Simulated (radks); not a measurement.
Species: Cd I. Configuration: [Kr] 4d10 5s2. All-electron calculation, Dirac Kohn-Sham, PBE, spin-unpolarised, spherical densities, finite nucleus; Fermi nuclear charge, rms radius 4.6087 fm. Program: a radial shooting solver on a logarithmic mesh with Libxc functionals.

Unscreened Slater integrals over Kohn-Sham orbitals (cm^-1). Large and small components are both included. Empty in this configuration: 5p1/2.

\begin{tabular}{lr}
integral & value \\ \hline
F0(5s1/2,5s1/2) & 68558 \\
F0(5s1/2,4d5/2) & 85599 \\
G2(5s1/2,4d5/2) & 12958 \\
F0(5s1/2,4d3/2) & 85784 \\
G2(5s1/2,4d3/2) & 12447 \\
F0(5s1/2,4p3/2) & 88267 \\
G1(5s1/2,4p3/2) & 4651.2 \\
F0(5s1/2,5p1/2) & 53755 \\
G1(5s1/2,5p1/2) & 31073 \\
F0(4d5/2,4d5/2) & 154500 \\
F2(4d5/2,4d5/2) & 75731 \\
F4(4d5/2,4d5/2) & 49186 \\
F0(4d5/2,4d3/2) & 155700 \\
F2(4d5/2,4d3/2) & 76364 \\
G2(4d5/2,4d3/2) & 76319 \\
G4(4d5/2,4d3/2) & 49591 \\
F0(4d5/2,4p3/2) & 174640 \\
F2(4d5/2,4p3/2) & 85301 \\
G1(4d5/2,4p3/2) & 107360 \\
G3(4d5/2,4p3/2) & 65462 \\
F0(4d5/2,5p1/2) & 60474 \\
G3(4d5/2,5p1/2) & 4058.7 \\
F0(4d3/2,4d3/2) & 156930 \\
F2(4d3/2,4d3/2) & 77028 \\
F0(4d3/2,4p3/2) & 176320 \\
F2(4d3/2,4p3/2) & 86521 \\
G1(4d3/2,4p3/2) & 109190 \\
G3(4d3/2,4p3/2) & 66623 \\
F0(4d3/2,5p1/2) & 60540 \\
G1(4d3/2,5p1/2) & 5045.5 \\
F0(4p3/2,4p3/2) & 203630 \\
F2(4p3/2,4p3/2) & 106540 \\
F0(4p3/2,5p1/2) & 61418 \\
G2(4p3/2,5p1/2) & 1669.0 \\
F0(5p1/2,5p1/2) & 45567 \\
\end{tabular}
